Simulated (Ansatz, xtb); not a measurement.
# Group exchange: H2O + C2H5I → HOI + C2H6

Species: H2O `O`, singlet; C2H5I (iodoethane) `CCI`, singlet; HOI (hypoiodous acid) `OI`, singlet; C2H6 (ethane) `CC`, singlet. The partners trade H for I: O–H and C–I bonds give way to O–I and C–H.

Shapes, held fixed at every level: PBE0-D4/def2-TZVP. Programs: Ansatz 0.2.0, xtb 6.7.1. The zero-point and thermal change to 298 K, harmonic and unscaled (PBE0-D4/def2-TZVP), is -0.8 kJ/mol.

**What was measured.** Tabulated heats of formation (Active Thermochemical Tables): H2O -241.8; C2H5I -7.1; HOI -61.3; C2H6 -83.8 kJ/mol, which give ΔH(298 K) = +103.8 kJ/mol.

| level | kind | ΔH (kJ/mol) | computed − measured |
| --- | --- | --- | --- |
| GFN0-xTB | semi-empirical | +33.6 | -70.2 |
| SPW92/def2-TZVPP | LDA | +105.2 | +1.4 |
| r2SCAN-D4/def2-TZVPP | meta-GGA | +103.1 | -0.8 |
| PBE0-D4/def2-TZVPP | global hybrid | +108.0 | +4.2 |
| CCSD(T)/def2-SVP | coupled cluster or CI | +109.6 | +5.8 |
| CCSD/def2-SVP | coupled cluster or CI | +110.7 | +6.9 |
| CCSD/def2-TZVPP | coupled cluster or CI | +112.8 | +9.0 |
| CCSD(T)/def2-TZVPP | coupled cluster or CI | +112.4 | +8.6 |

Nearest: r2SCAN-D4/def2-TZVPP (-0.8); farthest: GFN0-xTB (-70.2). 7 of 8 levels lie within 10 kJ/mol. For atoms past krypton def2 sets carry core potentials with scalar relativity. Correlated rows may include outer-core shells of I, which these sets cover unevenly.
